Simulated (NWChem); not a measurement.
A ladder of methods for SiH3I (SMILES [SiH3]I)

SiH3I: 5 atoms, total charge 0, spin state singlet. As SMILES, `[SiH3]I`. The shape is that of a PBE0-D4/def2-TZVP optimisation.

Quantity: the dipole moment, in D. The values are calculated.

```csv
level,kind,program,value (D),CPU time
SVWN5/def2-TZVP (core potential),LDA,NWChem,1.12,40 s
PBE/def2-TZVP (core potential),GGA,NWChem,1.03,49 s
revPBE/def2-TZVP (core potential),GGA,NWChem,1.01,40 s
M06-L/def2-TZVP (core potential),meta-GGA,NWChem,0.89,37 s
r2SCAN/def2-TZVP (core potential),meta-GGA,NWChem,1.11,38 s
BHLYP/def2-TZVP (core potential),global hybrid,NWChem,1.25,25 s
M06-2X/def2-TZVP (core potential),hybrid meta-GGA,NWChem,1.35,29 s
wB97X/def2-TZVP (core potential),range-separated hybrid,NWChem,1.18,91 s
```

The values span 0.89 to 1.35 D. Magnitudes only. CPU times are rough (shared hosts, several kinds of processor and program).
